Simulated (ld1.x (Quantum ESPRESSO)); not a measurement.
B: one change to a TM potential, before and after

B, norm-conserving Troullier–Martins (Kleinman–Bylander form), made with ld1.x (Quantum ESPRESSO) 7.5 (PBE, scalar-relativistic). Core [He], reference 2s2 2p1. Waves: 2p (bound): rc 2.50 bohr; 3d channel at 0.45 Ry: rc 2.00 bohr; 2s (bound): rc 1.00 bohr. Local part: the s channel. Core correction: a·sin(br)/r model core, default radius (core density twice the valence density).

All-electron outer shells of the reference configuration (PBE, scalar-relativistic, ld1.x):

| shell | level (eV) | outermost node (bohr) | outermost maximum (bohr) |
| --- | --- | --- | --- |
| 1s | -180.59 | – | 0.21 |
| 2s | -9.44 | 0.46 | 1.52 |
| 2p | -3.61 | – | 1.57 |

Change: wave 2s (bound): rc 1.00 bohr becomes 2s (bound): rc 1.02 bohr.

Cutoffs: the cutoffs (Ry, on a coarse ladder) from which the occupation-weighted sum of valence levels, in a spherical-Bessel basis at the reference potential, stays within 10 and 1 mRy of its value at 400 Ry; they do not see the model core or the augmentation charge, which bear on the density cutoff. Errors are all-electron minus pseudo energies relative to the spin-unpolarised reference configuration.

Predict the effect on cutoff, ghosts and configuration errors.

The potential gets softer (55 Ry and 140 Ry → 50 Ry and 120 Ry); the errors of the 7 common tests hardly move; neither file shows a bound ghost. A larger radius leaves more room for a smooth pseudo-wave, so fewer plane waves are needed.

| quantity | base | changed |
| --- | --- | --- |
| cutoff, loose | 55 Ry | 50 Ry |
| cutoff, tight | 140 Ry | 120 Ry |
| loose cutoff by channel (10 mRy a level) | p 15 Ry, s 45 Ry | p 15 Ry, s 35 Ry |
| bound ghosts | none | none |
| error for 2s2 2p0, meV [ΔE 8.22 eV] | +44 | +44 |
| error for 2s1 2p0, meV [ΔE 33.64 eV] | +155 | +154 |
| error for 2s2 2p0.5, meV [ΔE 2.89 eV] | +5.6 | +5.6 |
| error for 2s2 2p1.3, meV [ΔE -0.74 eV] | +0.4 | +0.4 |
| error for 2s0 2p3, meV [ΔE 11.72 eV] | -24 | -25 |
| error for 2s1 2p2, meV [ΔE 5.85 eV] | -5.9 | -6.1 |
| error for 2s1 2p1, meV [ΔE 14.36 eV] | -21 | -21 |
| s: phases at 2.71 bohr within 0.05 rad from the reference energy up to (Ry; the scan ends near 5) | 1.7 | 1.8 |
| p: phases at 2.71 bohr within 0.05 rad from the reference energy up to (Ry; the scan ends near 5) | 1.5 | 1.5 |
| d: phases at 2.71 bohr within 0.05 rad from the reference energy up to (Ry; the scan ends near 5) | to the end of the scan | to the end of the scan |
